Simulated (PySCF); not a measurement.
**Two-component Hartree-Fock for Au⁴⁸⁺ (gold, charge +48)**

Start: [Ar] 3d10 4s2 4p1; 4p1/2 filled at m_j = +1/2. Calculated with PySCF 2.14 in an even-tempered Gaussian basis (16 s from 6.8 bohr⁻², ratio 2.8; 13 p from 8.9 bohr⁻², ratio 2.8; 8 d from 16 bohr⁻², ratio 2.8; 4 f from 37 bohr⁻², ratio 3): generalised Hartree-Fock with the X2C-1e Hamiltonian and a Gaussian nucleus; one run each with spin-orbit coupling (SO) switched off, then screened by Boettger's factors.

```json
{"spinor shell": "1s1/2", "electrons": "2", "ε, spin-free (eV)": "-83731.1", "ε, screened SO (eV)": "-83697.9", "weight of nominal j (screened SO)": "1.000", "rms radius, screened SO (bohr)": "0.0190"}
{"spinor shell": "2s1/2", "electrons": "2", "ε, spin-free (eV)": "-16987.2", "ε, screened SO (eV)": "-16975.7", "weight of nominal j (screened SO)": "1.000", "rms radius, screened SO (bohr)": "0.0767"}
{"spinor shell": "2p1/2", "electrons": "2", "ε, spin-free (eV)": "-15041.4", "ε, screened SO (eV)": "-16367.8", "weight of nominal j (screened SO)": "1.000", "rms radius, screened SO (bohr)": "0.0650"}
{"spinor shell": "3s1/2", "electrons": "2", "ε, spin-free (eV)": "-5866.7", "ε, screened SO (eV)": "-5862.0", "weight of nominal j (screened SO)": "1.000", "rms radius, screened SO (bohr)": "0.194"}
{"spinor shell": "3p1/2", "electrons": "2", "ε, spin-free (eV)": "-5288.1", "ε, screened SO (eV)": "-5596.8", "weight of nominal j (screened SO)": "1.000", "rms radius, screened SO (bohr)": "0.185"}
{"spinor shell": "3p3/2", "electrons": "4", "ε, spin-free (eV)": "-5288.1", "ε, screened SO (eV)": "-5162.2", "weight of nominal j (screened SO)": "1.000", "rms radius, screened SO (bohr)": "0.200"}
{"spinor shell": "3d3/2", "electrons": "4", "ε, spin-free (eV)": "-4688.1", "ε, screened SO (eV)": "-4741.5", "weight of nominal j (screened SO)": "1.000", "rms radius, screened SO (bohr)": "0.174"}
{"spinor shell": "3d5/2", "electrons": "6", "ε, spin-free (eV)": "-4688.1", "ε, screened SO (eV)": "-4647.9", "weight of nominal j (screened SO)": "1.000", "rms radius, screened SO (bohr)": "0.178"}
{"spinor shell": "4s1/2", "electrons": "2", "ε, spin-free (eV)": "-2793.3", "ε, screened SO (eV)": "-2791.8", "weight of nominal j (screened SO)": "1.000", "rms radius, screened SO (bohr)": "0.404"}
{"spinor shell": "4p1/2", "electrons": "1", "ε, spin-free (eV)": "-2602.2", "ε, screened SO (eV)": "-2700.9", "weight of nominal j (screened SO)": "1.000", "rms radius, screened SO (bohr)": "0.391"}
```

Question: Where does 2p3/2 lie, and what is the 2p spin-orbit splitting (screened SO)?

Answer: At -14518.1 eV, 1849.7 eV above 2p1/2.

```csv
quantity,spin-free,screened SO
E (hartree),-17337.73801,-17369.63863
M_J,1/2,1/2
⟨J²⟩,1.113,0.751
⟨L²⟩,2.003,2.072
⟨S²⟩,0.751,0.820
```

Each row is a mean over spinors that exchange with the open shell spreads, by up to 7.676 eV (3p1/2).

Breit and QED terms are absent; they matter most for the inner s and p1/2 levels.

Densities and radii are taken from the X2C orbitals without a picture-change correction, which distorts them close to the nucleus.

Without spin-orbit coupling the j labels of p, d and f shells carry no meaning; the spin-free column gives the mean over the occupied spinors of each nl shell, and its ⟨J²⟩ belongs to a mixture of degenerate components.
